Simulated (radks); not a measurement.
The numbers below are computed, except where a source is named.
Q: These are the eigenvalues of the occupied orbitals of an atom or ion with whole-number occupations (hartree). Level of theory: Dirac Kohn-Sham, relativistic LDA (MacDonald-Vosko exchange, VWN5 correlation), spin-unpolarised, spherical densities, finite nucleus; Fermi nuclear charge, rms radius of each element as measured or else 0.836 A^(1/3) + 0.57 fm (a radial shooting solver on a logarithmic mesh with Libxc functionals).

orbital  eigenvalue
1s1/2     -2223.390
2s1/2     -426.2274
2p1/2     -409.8065
2p3/2     -374.0893
3s1/2     -140.4329
3p1/2     -133.2521
3p3/2     -125.4103
3d3/2     -113.2860
3d5/2     -111.5366
4s1/2     -66.89499
4p1/2     -63.86111

Which element is it, and in what charge state? The configuration may be excited. Open shells, if any, fill j = l - 1/2 first.

A: Z = 69, thulium, charge +38: Tm38+ in [Ar] 3d10 4s2 4p1. The list shows which subshells hold electrons but not how many an open one holds; the 1s level, -2223.4 hartree, gives Z - s = 66.7 by -(Z - s)^2/2, which with screening and relativity narrows Z to a few neighbours, and the depths of the outer levels then fix element, charge and occupations together.
